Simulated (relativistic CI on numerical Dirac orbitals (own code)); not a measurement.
**How well does a small relativistic CI reproduce Ti⁶⁺?**

Method of calculation: Dirac-Coulomb-Breit CI, separate exchange-only KLI orbitals for each configuration, model QED (radiative potential, 1s self-energy scaled to tabulated hydrogen-like ionisation energies), unscaled Slater integrals (own radial code, finite nucleus).

Configuration list (outside the closed core [Ne]): 3s2 3p4, 3s 3p5, 3s2 3p3 3d, 3p6, 3s 3p4 3d, 3s2 3p3 4s, 3p5 3d, 3s 3p3 3d2, 3s2 3p3 4p, 3s2 3p3 4d, 3s2 3p3 4f, 3s 3p4 4s, 3s2 3p3 5s, 3s2 3p3 5p, 3s 3p4 4p, 3s2 3p3 5d, 3s2 3p3 5f, 3s2 3p3 5g, 3s 3p4 4d, 3s2 3p3 6s, 3s2 3p3 6p, 3s2 3p2 3d 4p, 3s2 3p3 6d, 3s 3p4 4f, 3s 3p4 5s, 3s 3p4 5p, 3p5 4s, 3s 3p4 5d, 3s 3p3 3d 4s, 3s 3p4 5f, 3s 3p4 5g, 3s 3p4 6s, 3p5 4p, 3s2 3p2 3d2, 3s2 3p 3d3, 3s 3p2 3d3, 3s2 3p 3d2 4s, 3s2 3p 3d2 4p, 3s2 3p 3d2 4d, 3p4 3d2, 3p3 3d3, 3p3 3d2 4s, 3p3 3d2 4p, 3p3 3d2 4d, 3s2 3p2 3d 4s, 3s 3p2 3d2 4s, 3s2 3p 3d 4s2, 3s2 3p 3d 4s 4p, 3s2 3p 3d 4s 4d. Double excitations out of closed p, d and f shells are left out; levels of such configurations are missing from the list, as are those of other unlisted configurations, and high levels can miss mixing partners. These lack a partner that the ground configuration has and come out too high: 3s2 3p3 4f, 3s2 3p3 5s, 3s2 3p3 5p, 3s 3p4 4p, 3s2 3p3 5d.

| Configuration | Term (tabulated) | J | Measured (cm⁻¹) | Computed | Error | Purity (%) |
| --- | --- | --- | --- | --- | --- | --- |
| 3s2 3p4 | 3P | 2 | 0.0 | 0 | 0 | 95 |
| 3s2 3p4 | 3P | 1 | 4534.0 | 4465 | -69 | 96 |
| 3s2 3p4 | 3P | 0 | 5888.0 | 5856 | -32 | 95 |
| 3s2 3p4 | 1D | 2 | 24130.0 | 25975 | 1845 | 95 |
| 3s 3p5 | 3P° | 2 | 196266.0 | 194619 | -1647 | 77 |
| 3s 3p5 | 3P° | 1 | 200059.0 | 198385 | -1674 | 77 |
| 3s 3p5 | 3P° | 0 | 202202.0 | 200491 | -1711 | 77 |
| 3s2 3p3 3d | 1D° † | 2 | 325261.0 | 330883 | 5622 | 94 |
| 3s2 3p3 3d | 1F° † | 3 | 361904.0 | 375535 | 13631 | 94 |
| 3s2 3p3 3d | 1D° † | 2 | 407703.0 | 422140 | 14437 | 94 |
| 3s2 3p3 4s | 3S° | 1 | 564217.0 | 560090 | -4127 | 95 |
| 3s2 3p3 4s | 3D° | 1 | 586092.0 | 583900 | -2192 | 92 |
| 3s2 3p3 4s | 3D° | 2 | 586308.0 | 584102 | -2206 | 92 |
| 3s2 3p3 4s | 3D° | 3 | 586998.0 | 584770 | -2228 | 95 |
| 3s2 3p3 4s | 1D° | 2 | 592918.0 | 591718 | -1200 | 91 |
| 3s2 3p3 4s | 3P° | 0 | 607538.0 | 605712 | -1826 | 94 |
| 3s2 3p3 4s | 3P° | 1 | 607982.0 | 606149 | -1833 | 92 |
| 3s2 3p3 4s | 3P° | 2 | 609116.0 | 607257 | -1859 | 87 |
| 3s2 3p3 4s | 1P° | 1 | 614794.0 | 613976 | -818 | 91 |
| 3s2 3p3 4d | 3D° † | 1 | 726277.0 | 737930 | 11653 | 96 |
| 3s2 3p3 4d | 3D° † | 2 | 726303.0 | 737855 | 11552 | 96 |
| 3s2 3p3 4d | 3D° † | 3 | 726424.0 | 738033 | 11609 | 96 |
| 3s2 3p3 4d | 3P° † | 2 | 752850.0 | 769444 | 16594 | 82 |
| 3s2 3p3 4d | 3D° † | 3 | 753393.0 | 769859 | 16466 | 66 |
| 3s2 3p3 4d | 3D° † | 2 | 754591.0 | 770976 | 16385 | 72 |
| 3s2 3p3 4d | 3S° † | 1 | 756518.0 | 774153 | 17635 | 64 |
| 3s2 3p3 4d | 1F° † | 3 | 760504.0 | 777356 | 16852 | 89 |
| 3s2 3p3 4d | 1F° † | 3 | 781170.0 | 797370 | 16200 | 65 |

Measured levels from Corliss and Sugar, J. Phys. Chem. Ref. Data 8, 1 (1979); pairs were made by configuration, J and term (by order where the table uses no LS term), so strongly mixed levels may be paired wrongly. Some J values or terms of the table were assigned by a fit.

Mean error by configuration (cm⁻¹): 3s2 3p4 581; 3s 3p5 -1677; 3s2 3p3 4s -2032. Over the excited levels the mean absolute error is 1684 cm⁻¹ (27 of the 39 excited levels that our extract of the source holds in range could be paired, and the others can miss by more), and the median relative error of those above 1,000 cm⁻¹ is 0.38 %. Some levels of the ground configuration have no partner. † marks terms whose computed intervals miss the measured ones by more than a factor of 2.5, or configurations far off the rest, from wrong mixing, a near crossing or a doubtful label or measurement; they are left out of the means.
